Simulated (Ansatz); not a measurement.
`FB(F)Br` + `N[SiH3]` → `FB(F)N[SiH3]` + HBr at 700 K and 1 bar (ligand exchange at a B–Br bond).

Computed with Ansatz on PBE0-D4/def2-TZVP structures; ΔE is electronic, products minus reactants. CCSD(T)/CBS adds triple-zeta CCSD(T) − MP2 to the extrapolated MP2 energy (def2 sets, frozen cores). This one scheme is used for every species. For Br outer-core shells are correlated without core-valence functions, which leaves a few kJ/mol of doubt a bond. Scalar relativity is left out up to krypton. Each species was taken in one conformer, which may not be the lowest.

```
       species  CCSD(T)/CBS energy (Eh)  H − E (kJ/mol)  S (J/(mol·K))
     `FB(F)Br`              -2797.85348            66.7          343.1
     `N[SiH3]`               -346.80422           180.7          336.3
`FB(F)N[SiH3]`               -570.75785           208.0          446.8
           HBr              -2573.91920            36.5          223.7
```

H − E and S are ideal-gas, rigid-rotor, harmonic terms from PBE0-D4/def2-TZVP, for one conformer and one mirror image of each species. 1 Eh = 2625.50 kJ/mol, R = 8.31446 J/(mol·K).

Task: By hand: ΔE, ΔH, ΔS and ΔG.

Result: ΔE = (-570.75785) + (-2573.91920) − (-2797.85348) − (-346.80422) = -0.01935 Eh = -50.8 kJ/mol. Δ(H − E) = 208.0 + 36.5 − 66.7 − 180.7 = -2.9, so ΔH = -53.7 kJ/mol. ΔS = 446.8 + 223.7 − 343.1 − 336.3 = -8.9 J/(mol·K). ΔG = -53.7 − 700 × (-8.9)/1000 = -47.5 kJ/mol.

Task: By hand: the equilibrium constant, and the temperature at which ΔG would vanish if ΔH and ΔS stayed fixed.

Result: log₁₀ K = −ΔG/(RT ln 10) = 3.5. ΔG = 0 at ΔH/ΔS = 6034 K, far beyond where these terms or the molecules hold.

The number of gas molecules stays the same, so ΔS is small and ΔH decides. A doubt of 5 kJ/mol in ΔE shifts log₁₀ K by 0.4 here. Other conformers and mirror images would add mixing entropy, several J/(mol·K) or more a flexible species. Modes under 60 cm⁻¹, often nearly free rotors, make the harmonic entropy too high. These are equilibria of isolated gas molecules and say nothing of rates. Largest T1 diagnostic: 0.012 (customary marks: 0.02 for closed shells, 0.045 for open ones).
